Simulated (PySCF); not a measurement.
C₆H₁₁O₂ (doublet state).
Z-matrix (Å and degrees, GFN2-xTB geometry), rows numbered from 1:
```
C 
O   1  1.4108
C   2  1.3977  1  113.85
C   3  1.5554  2  107.45  1  -168.98
C   4  1.4774  3  108.84  2   -72.31
C   5  1.4797  4  114.53  3   -52.79
C   6  1.5490  5  107.56  4    54.47
O   3  1.4005  2  112.98  1    67.73
H   1  1.0879  2  106.28  3  -178.40
H   1  1.0966  2  110.65  3    62.41
H   1  1.0944  2  111.32  3   -58.76
H   3  1.1045  2  110.29  1   -48.46
H   4  1.0880  3  108.35  2    50.24
H   4  1.0947  3  106.14  2   168.01
H   5  1.0756  4  119.30  3    98.73
H   6  1.0892  5  112.46  4   175.08
H   6  1.0947  5  110.70  4   -62.40
H   7  1.0920  6  111.47  5  -172.74
H   7  1.0972  6  109.09  5    65.94
```

The hyperfine couplings belong to this conformer and change with its torsions.

The species is `CO[C@@H]1C[CH]CCO1` [radical].

Computed, not measured: UKS B3LYP, pcH-1 on C H O, non-relativistic, mean-field spin-orbit, GIAO (PySCF). Isolated species at its GFN2-xTB geometry (one conformer only). Couplings are sensitive to structure, and on GFN2-xTB geometries they can be far from those on DFT ones. No stability test was run, so a lower SCF solution isn't excluded.

Principal values of hyperfine tensors in MHz (contact and dipolar terms together), for some of the nuclei:

| atom | isotope | A1 | A2 | A3 |
| --- | --- | --- | --- | --- |
| C5 | 13C | 58.97 | 59.14 | 290.65 |
| H14 | 1H | 64.84 | 65.41 | 79.27 |
| H17 | 1H | 56.21 | 56.68 | 70.56 |
| C3 | 13C | 44.61 | 45.61 | 65.70 |
| H15 | 1H | -87.56 | -51.17 | -13.11 |
| C4 | 13C | -31.90 | -30.52 | -25.88 |
| C6 | 13C | -31.72 | -29.87 | -25.21 |
| H18 | 1H | 12.11 | 13.95 | 21.19 |

Q: Give the isotropic coupling of each nucleus in MHz and in mT (g = 2.0028), and the anisotropic part.

A: a_iso = (A1 + A2 + A3)/3, Ti = Ai − a_iso; 1 mT corresponds to 28.031 MHz.

```tsv
atom	a_iso (MHz)	a_iso (mT)	T1	T2	T3
C5	136.25	4.861	-77.29	-77.11	154.39
H14	69.84	2.491	-5.00	-4.43	9.43
H17	61.15	2.182	-4.94	-4.47	9.41
C3	51.98	1.854	-7.36	-6.37	13.73
H15	-50.61	-1.805	-36.95	-0.56	37.50
C4	-29.43	-1.050	-2.47	-1.09	3.55
C6	-28.93	-1.032	-2.78	-0.94	3.72
H18	15.75	0.562	-3.64	-1.80	5.44
```

Q: What spin density at the nucleus of H18 lies behind its contact coupling (g_N = 5.58569)?

A: a_FC = 800.24 MHz bohr³ × g_N × ρ(0)/(2S). With a_FC = 15.75 MHz and 2S = 1, ρ(0) = 0.003524 bohr⁻³. In magnitude that is 1.1 % of the 1/π = 0.318 of a free hydrogen atom.

Q: C7 (13C, g_N = 1.40482) isn't in the table. Its spin density at the nucleus is 0.04692 bohr⁻³. What is its contact coupling?

A: By the same relation, a_FC = 52.7 MHz. Its full tensor has the principal values 45.99, 46.58, 65.68 MHz.

Q: Which nucleus of the table has the largest anisotropic coupling, and what is its form?

A: C5: -77.3, -77.1, 154.4 MHz, axial, in the ratio −1:−1:+2, the form that spin in one p orbital centred on that nucleus gives.

Q: What first-order splitting does C5 cause when the field lies along A1, A2 or A3 of its tensor (g taken as isotropic, no quadrupole term)?

A: 2 lines (I = 1/2), spaced by |A_i|/(g × 13.996): 2.10, 2.11, 10.37 mT along the axes of A1, A2 and A3.
